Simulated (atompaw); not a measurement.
LDA (PW92) PAW (atompaw) dataset for praseodymium (Pr), scalar-relativistic all-electron reference.

```json
{
 "Element": "Pr (Z = 59)",
 "Generator": "atompaw 4.2.0.5",
 "Type": "PAW",
 "Functional": "LDA (PW92)",
 "Relativity": "scalar-relativistic",
 "Frozen core": "[Kr] 4d10",
 "Valence charge": "13",
 "Reference configuration": "4f3 5s2 5p6 5d0 6s0 6p0 (charge +2)",
 "Partial waves": "5s (bound): rc 2.05 bohr; 6s (bound, empty): rc 2.75 bohr; 5p (bound): rc 2.20 bohr; 6p (bound, empty): rc 2.75 bohr; 5d (bound, empty): rc 2.75 bohr; 5d channel at 1.5 Ry: rc 2.70 bohr; 4f (bound): rc 1.65 bohr; 4f channel at 4.15 Ry: rc 1.65 bohr",
 "Local potential": "vpsmatchnc scheme with l = 4 at 0.5 Ry, radius 2.15 bohr",
 "Core correction": "smooth core density matched at 1.45 bohr",
 "Augmentation charge": "sinc compensation charge, radius 2.30 bohr; PAW radius 2.75 bohr; waves and projectors: custom polynom gramschmidtortho"
}
```

All-electron outer shells of the reference configuration (LDA (PW92), scalar-relativistic, ld1.x):

```tsv
shell	level (eV)	outermost node (bohr)	outermost maximum (bohr)
4p	-227.43	0.32	0.60
4d	-123.11	0.30	0.64
5s	-51.99	0.74	1.35
5p	-34.31	0.79	1.53
4f	-14.12	–	0.69
5d	-13.64	0.90	2.14
6s	-13.20	1.78	3.35
6p	-9.40	2.09	4.04
```

What the tests gave:

* Cutoffs needed: 55 Ry and 80 Ry (the cutoffs (Ry, on a coarse ladder) from which the occupation-weighted sum of valence levels, in a spherical-Bessel basis at the reference potential, stays within 10 and 1 mRy of its value at 400 Ry)
* Ghost test: ghost state, extra bound levels that the all-electron valence spectrum of the same l lacks: s at -41.8 eV; a true bound ghost makes a file unfit for plane-wave use (spherical-Bessel basis up to 400 Ry, 20 bohr box)
* Lowest eigenvalue of the overlap operator: 0.63 (s channel)
* Overlap eigenvalues printed by atompaw (projector basis): 0.337, 0.439, 0.79, 2.4, 4.39, 64.2, 67.6, 237
* Share of each valence orbital outside the PAW sphere: 5s 2 %, 6s 80 %, 5p 6 %, 6p 91 %, 5d 38 %, 4f 3 %

Generation and tests took about 8.9 s on one core of a shared server CPU.
